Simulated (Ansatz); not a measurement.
One change: `C#CC1C=C1C` becomes `CC1=C[CH]1[SnH3]`.

Ansatz, PBE0-D4/def2-TZVP geometries, multiplicity 1. 

Elements past krypton have def2 core potentials.

```
                                          property  `C#CC1C=C1C`
size of the dipole moment (ωB97M-V/def2-TZVPP) / D          1.68
               HOMO energy (B3LYP/def2-TZVPP) / eV         -6.79
                 LUMO energy (PBE/def2-TZVPP) / eV         -0.93
             LUMO energy (ωB97M-V/def2-TZVPP) / eV          2.25
                HOMO energy (PBE0/def2-TZVPP) / eV         -7.01
              HOMO–LUMO gap (PBE0/def2-TZVPP) / eV          7.14
```

Problem. What does the change do to each property? (Estimate.)

Solution. Ansatz gave: 
```
                                          property  `CC1=C[CH]1[SnH3]`  shift
size of the dipole moment (ωB97M-V/def2-TZVPP) / D                1.93   0.25
               HOMO energy (B3LYP/def2-TZVPP) / eV               -6.17   0.62
                 LUMO energy (PBE/def2-TZVPP) / eV               -0.95  -0.02
             LUMO energy (ωB97M-V/def2-TZVPP) / eV                1.81  -0.44
                HOMO energy (PBE0/def2-TZVPP) / eV               -6.34   0.67
              HOMO–LUMO gap (PBE0/def2-TZVPP) / eV                6.42  -0.72
```

Dipoles are sizes alone; their direction can turn.

B3LYP here is the variant with VWN-RPA as its local correlation; programs differ in this.
